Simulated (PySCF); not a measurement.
PySCF input file for BFHO, SMILES [OH+]=BF, charge +1, B3LYP-D3(BJ)/def2-TZVP. The structure is a stationary point at B3LYP-D3(BJ)/def2-TZVP. The geometry has at least one imaginary mode, so it is a saddle point at that level. The isomer is the one that the SMILES or the coordinates give; other isomers of the formula were not compared.

```python
import numpy as np
from pyscf import gto, scf, dft
from pyscf.hessian import thermo

mol = gto.M(
    atom='''
    O     0.00000000    0.00000000    1.18839493
    B     0.00000000    0.00000000   -0.03375796
    F     0.00000000    0.00000000   -1.27720443
    H     0.00000000    0.00000000    2.15647015
    ''',
    basis='def2-TZVP',
    charge=1,
    spin=0,
    max_memory=1600,
    verbose=3,
)
mf = dft.RKS(mol, xc='b3lyp').density_fit(auxbasis='def2-universal-jkfit')
mf.disp = 'd3bj'
mf.grids.level = 3
mf.conv_tol = 1e-11
mf.max_cycle = 100
mf.kernel()

# [left out here: the lines that compute and print the analytic Hessian (its translational invariance restored by hand, since the grid's response is missing), thermochemistry and intensities]
```

It prints:

```
converged SCF energy = -200.363846699318

WARN: DFTD3 does not support analytical Hessian, using finite difference


WARN: Mole.unit (angstrom) is changed to Bohr

Mode                                 0                   1                   2
Irrep
Freq [cm^-1]                     -306.2963           -306.2963            459.2516
Reduced mass [au]                   1.2451              1.2451              5.7797
Force const [Dyne/A]               -0.0688             -0.0688              0.7182
Char temp [K]                    -440.6922           -440.6922            660.7608
Normal mode                   x     y     z       x     y     z       x     y     z
       0   O                -0.10  0.02 -0.00    0.02  0.10  0.00   -0.06 -0.00 -0.00
       1   B                 0.06 -0.01  0.00   -0.01 -0.06  0.00    0.26  0.02  0.00
       2   F                 0.00 -0.00  0.00   -0.00 -0.00 -0.00   -0.08 -0.00  0.00
       3   H                 0.87 -0.18 -0.00   -0.18 -0.87  0.00   -0.31 -0.02 -0.00
Mode                                 3                   4                   5
Irrep
Freq [cm^-1]                      459.2516           1073.9818           2158.9162
Reduced mass [au]                   5.7797             11.1807              9.6672
Force const [Dyne/A]                0.7182              7.5983             26.5474
Char temp [K]                     660.7608           1545.2207           3106.1998
Normal mode                   x     y     z       x     y     z       x     y     z
       0   O                 0.00 -0.06 -0.00   -0.00 -0.00  0.16   -0.00  0.00  0.10
       1   B                -0.02  0.26 -0.00    0.00  0.00  0.03    0.00 -0.00 -0.26
       2   F                 0.00 -0.08  0.00   -0.00 -0.00 -0.17   -0.00  0.00  0.06
       3   H                 0.02 -0.31 -0.00    0.00  0.00  0.18    0.00 -0.00  0.14
Mode                                 6
Irrep
Freq [cm^-1]                     3783.4385
Reduced mass [au]                   1.0853
Force const [Dyne/A]                9.1534
Char temp [K]                    5443.5257
Normal mode                   x     y     z
       0   O                -0.00  0.00 -0.07
       1   B                -0.00 -0.00  0.01
       2   F                 0.00 -0.00  0.00
       3   H                 0.00 -0.00  0.96
temperature 298.1500 [K]
pressure 101325.00 [Pa]
Rotational constants [GHz] inf 8.70848 8.70848
Symmetry number 1
Zero-point energy (ZPE) 0.01808 [Eh]   47460.882 [J/mol]
                           tot       elec      trans        rot        vib
Entropy [J/mol/K]       226.377      0.000    156.715     62.941      6.722
Cv [J/mol/K]             33.298      0.000     12.472      8.314     12.511
Cp [J/mol/K]             41.612      0.000     20.786      8.314     12.511
Internal energy [J/mol]                      3718.434   2478.956  48878.661
Internal energy [Eh]   -200.34287  -200.36385
Enthalpy [J/mol]                             6197.391   2478.956  48878.661
Enthalpy [Eh]          -200.34193
Gibbs free energy [J/mol]                  -40527.064 -16286.769  46874.533
Gibbs free energy [Eh] -200.36763
static polarisability / bohr^3: [[ 9.152 -0.    -0.   ]
 [-0.     9.152 -0.   ]
 [-0.    -0.    19.416]]
largest difference of analytic and finite-field dipole derivatives / e: 0.00022855176235836439
mode   freq/cm-1   IR/(km/mol)   Raman/(A^4/amu)   depolarisation
   1     -306.30       273.367             0.010            0.750
   2     -306.30       273.367             0.010            0.750
   3      459.25        36.233             0.391            0.750
   4      459.25        36.233             0.391            0.750
   5     1073.98        11.845             7.522            0.129
   6     2158.92       500.328             2.240            0.116
   7     3783.44       912.950            25.457            0.183
max |gradient| / (hartree/bohr): 4.5589880270587935e-05
APT charges: [-0.7966  1.5746 -0.3792  0.6012]
```

The run converged. The end point has an imaginary mode, so it is no minimum.

Cost: around 60 core-seconds (rough).
